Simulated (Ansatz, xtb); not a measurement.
C6H6O2: 3 structures ranked

3 gas-phase structures of C6H6O2, from a drawn sample of its isomers (lower ones may exist). Each was relaxed with GFN2-xTB; where two conformers were screened, the lower at r2SCAN-D4/def2-SVP is listed:

A. `CC(=O)/C=C/C=C=O`, a singlet
B. `CC(=O)/C=C\C=C=O`, a singlet
C. a singlet given by its coordinates

C (Å):

```xyz
14

C     1.2678    0.5516    2.0030
C     0.6215    0.0922    0.7357
C     1.2446    0.0394   -0.4680
C     0.5099   -0.4145   -1.5936
C    -0.7840   -0.7841   -1.4516
C    -1.4369   -0.7259   -0.1651
O    -0.6554   -0.2704    0.8851
O    -2.5767   -1.0308    0.0796
H     1.5630    1.5959    1.9189
H     0.5667    0.4449    2.8257
H     2.1594   -0.0368    2.2089
H     2.2744    0.3367   -0.5629
H     0.9972   -0.4591   -2.5565
H    -1.3844   -1.1358   -2.2741
```

Close contacts (Å): C1–C2 1.49, C2–C3 1.36, C2–O7 1.34, C3–C4 1.42, C4–C5 1.35, C5–C6 1.44, C6–O7 1.39, C6–O8 1.20, C1–H9 1.09, C1–H10 1.09, C1–H11 1.09, C3–H12 1.08, C4–H13 1.08, C5–H14 1.08.

Make a reasoned guess at their ranking by r2SCAN-D4/def2-SVP single-point energy.

Calculated order at r2SCAN-D4/def2-SVP: C (0.0), B (25.3), A (27.5) kcal/mol.

Energies above the lowest of each column, in kcal/mol; the last columns are at B3LYP/def2-SVP geometries:

```csv
structure,GFN2-xTB,HF/STO-3G,r2SCAN-D4/def2-SVP,B3LYP/def2-SVP,CCSD(T)/def2-SVP + ΔMP2/def2-TZVPP
C,0.0,0.0,0.0,0.0,0.0
B,34.9,51.0,25.3,24.0,25.5
A,36.1,48.6,27.5,25.2,26.1
```

Every level run on C puts it lowest or level with the lowest. Flexible structures stand in one conformer each, not always the lowest. ΔMP2 is the change of the MP2 energy from the smaller to the larger basis.

Programs: Ansatz 0.2.0, xtb 6.7.1.
